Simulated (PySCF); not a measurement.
C3H5NSSi.
Atom-mapped SMILES: `[H]/[N:1]=[CH:2]\[C:3]1=[CH:4][SiH2:5][S:6]1` (hydrogens: H7 on N1; H8 on C2; H9 on C4; H10, H11 on Si5)

The calculation used PySCF, PBE0-D3(BJ)/def2-SVP geometry optimisation, gas phase.

Task: List the bond lengths, angles and torsions at this level.

Result: 
| bond | length (bohr) | order |
| --- | --- | --- |
| N1=C2 | 2.396 | double |
| C2–C3 | 2.778 | single |
| C3=C4 | 2.561 | double |
| C4–Si5 | 3.499 | single |
| Si5–S6 | 4.134 | single |
| C3–S6 | 3.411 | single |
| N1–H7 | 1.946 | single |
| C2–H8 | 2.085 | single |
| C4–H9 | 2.063 | single |
| Si5–H10, Si5–H11 | 2.815 | single |

Bonds in one row agree within 0.02 bohr and their mean is given. Orders are formal, as drawn. A selection of angles:
| angle | degrees |
| --- | --- |
| C2–N1–H7 | 110.0 |
| N1–C2–C3 | 126.8 |
| N1–C2–H8 | 118.9 |
| C3–C2–H8 | 114.4 |
| C2–C3–C4 | 128.2 |
| C2–C3–S6 | 120.2 |
| C4–C3–S6 | 111.6 |
| C3–C4–Si5 | 95.0 |
| C3–C4–H9 | 124.9 |
| Si5–C4–H9 | 140.0 |
| C4–Si5–S6 | 80.6 |
| C4–Si5–H10 | 117.9 |
| S6–Si5–H10 | 113.9 |
| H10–Si5–H11 | 110.2 |
| C3–S6–Si5 | 72.8 |

Dihedral angles: N1–C2–C3–C4 -179° (antiperiplanar); C2–C3–C4–Si5 179° (antiperiplanar); C3–C4–Si5–S6 0° (synperiplanar); C4–Si5–S6–C3 0° (synperiplanar); C2–C3–S6–Si5 -179° (antiperiplanar); H7–N1–C2–C3 0° (synperiplanar).

The 4-membered ring C3–C4–Si5–S6 has internal angles of 72.8° to 111.6° (sum 360°, against 360° for a flat polygon); it is planar, 0.00 Å rms from its mean plane, widest ring torsion 0°. Of the pairs four or more bonds apart, S6···H7 is among the closest relative to their van der Waals radii: 2.59 Å, 86 % of the sum of Bondi's values. The 2 C–C bonds span 1.355 Å (C3=C4, drawn double) to 1.470 Å (C2–C3, drawn single), a spread of 0.115 Å. Si5 (SiH2 silicon) has angles from 80.6° to 117.9°. The 6 heavy atoms lie in one plane (0.007 Å rms).

Point group: Cs (every atom within 0.08 Å of its image). Whether it is a minimum is left open (no frequencies). One conformer, not necessarily the lowest.

Hardware: an Arm Neoverse V1 with one thread, shared host with 32 logical CPUs at a one-minute load of 27. Cost: 74 s wall, 0.48 GiB resident at most. That covers the optimisation of the geometry.
